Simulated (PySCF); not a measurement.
## Computed properties of Mg(H)(GeH3) (GeH4Mg), SMILES [MgH][GeH3]

Mg(H)(GeH3) (GeH4Mg), SMILES [MgH][GeH3]. The structure is a stationary point at B3LYP-D3(BJ)/def2-TZVP. One conformer was computed; it need not be the lowest. All values are computed for the isolated molecule unless a solvent is named; none is compared with measurement here.

**Structure.** The optimised structure has C3v symmetry. All 12 harmonic modes at B3LYP-D3(BJ)/def2-TZVP (PySCF) are real, so it is a minimum.

**Vibrations.** The strongest infrared lines (harmonic, unscaled, degenerate partners summed) lie at 1621 cm⁻¹ (327 km/mol, H 96 %), 2071 cm⁻¹ (309 km/mol, H 98 %), 265 cm⁻¹ (284 km/mol, H 97 %). The softest mode is at 265 cm⁻¹ and the zero-point energy is 17.1 kcal/mol.

**Electronic structure.** B3LYP/def2-TZVPD (PySCF) places the frontier levels at -6.69 and -1.23 eV, a gap of 5.46 eV, and gives a dipole moment of 0.81 D and a mean polarisability of 73.1 bohr³. PBE/def2-TZVPD (PySCF) at the same geometry gives -5.86 and -1.65 eV, so its gap is 1.25 eV narrower. An orbital gap is neither the optical nor the fundamental gap.

**Excitations.** TDA-PBE0/def2-TZVPD (PySCF) has S1 at 4.67 eV (265 nm, f = 0.018, weak); the most intense of the 10 singlets computed lies at 5.60 eV (f = 0.55). Strengths of degenerate partners are summed. T1 (TDA) is at 4.09 eV, 0.58 eV under S1. No vertical singlet excitation falls in the visible range (under 3.1 eV).

**NMR.** GIAO shifts at HF/pcSseg-2 (PySCF) (non-relativistic, atoms alike by connectivity averaged): ¹H from 3.0 to 5.2 ppm against TMS.
